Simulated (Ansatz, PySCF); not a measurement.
C10H7N3, SMILES C12C=CC=C3N2C(=NC=C3)N=CC=1.

Geometry optimised at B3LYP-D3(BJ)/def2-SVP.

Vertical ionisation energy (IE) and electron affinity (EA) in eV. Rows of orbital energies are one-electron estimates. Where ΔSCF, EOM or ADC give a negative EA the extra electron is unbound and the value depends on the basis.

```json
[
 {"level": "−ε(HOMO), −ε(LUMO), r2SCAN/def2-SVP (PySCF)", "IE": "4.61", "EA": "2.86"},
 {"level": "−ε(HOMO), −ε(LUMO), PBE/def2-SVP (PySCF)", "IE": "4.45", "EA": "2.90"},
 {"level": "ΔSCF, PBE0/def2-SVPD (Ansatz), final states of multiplicity 2 and 2", "IE": "6.79", "EA": "0.73"},
 {"level": "ΔSCF, PBE/def2-SVPD (Ansatz), final states of multiplicity 2 and 2", "IE": "6.85", "EA": "0.73"}
]
```

**Question.** What vertical singlet–triplet gap does ΔSCF give with PBE0/def2-SVPD (Ansatz, a program for electronic structure) and with PBE/def2-SVPD (Ansatz)? (Estimate from the structure and the level; the computed values follow.)

**Answer.** 1.56 and 1.50 eV (triplet above singlet where positive).
